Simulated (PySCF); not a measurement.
PySCF input for C2H6ClFSi, SMILES F[C@@H](Cl)C[SiH3], PBE/pcSseg-1. The structure is a stationary point at B3LYP-D3(BJ)/def2-SVP. The structure was generated by enumeration; whether it is a known compound was not checked. Other conformers were not sampled.

```python
import numpy as np
from pyscf import gto, scf, dft
from pyscf.prop.nmr import rks as nmr

mol = gto.M(
    atom='''
    F    -1.10045233   -1.36125610    0.38770145
    C    -0.97097540   -0.26985111   -0.41720420
    Cl   -1.13220673    1.22238068    0.59863851
    C     0.36065767   -0.30157526   -1.13370489
    Si    1.91592768   -0.24569516   -0.02808404
    H    -1.83187285   -0.24819170   -1.10193391
    H     0.40672598    0.53731325   -1.84655015
    H     0.39078158   -1.23053868   -1.72960560
    H     1.78732293   -1.18446197    1.11865655
    H     3.06757296   -0.66749709   -0.87827594
    H     2.16997384    1.13250009    0.47017235
    ''',
    basis='pcSseg-1',
    charge=0,
    spin=0,
    max_memory=1600,
    verbose=3,
)
mf = dft.RKS(mol, xc='pbe')
mf.grids.level = 3
mf.conv_tol = 1e-10
mf.max_cycle = 100
mf.kernel()
n = nmr.NMR(mf)
n.verbose = 2
n.max_cycle_cphf = 60
sigma = n.kernel()
print('atom   isotropic/ppm   span/ppm')
for i, s in enumerate(sigma):
    w = np.linalg.eigvalsh((s + s.T) / 2)
    print(f'{mol.atom_symbol(i):2s}{i + 1:3d} {w.mean():14.3f} {w[2] - w[0]:11.3f}')
```

It prints:

```
converged SCF energy = -928.765707693087
atom   isotropic/ppm   span/ppm
F   1        288.088     158.082
C   2         62.917      71.592
Cl  3        639.298     671.807
C   4        155.182      48.620
Si  5        415.830      51.324
H   6         24.373       6.482
H   7         29.732       8.654
H   8         29.582      11.067
H   9         27.068       8.059
H  10         27.471       8.424
H  11         26.952       8.257
```

The run converged.
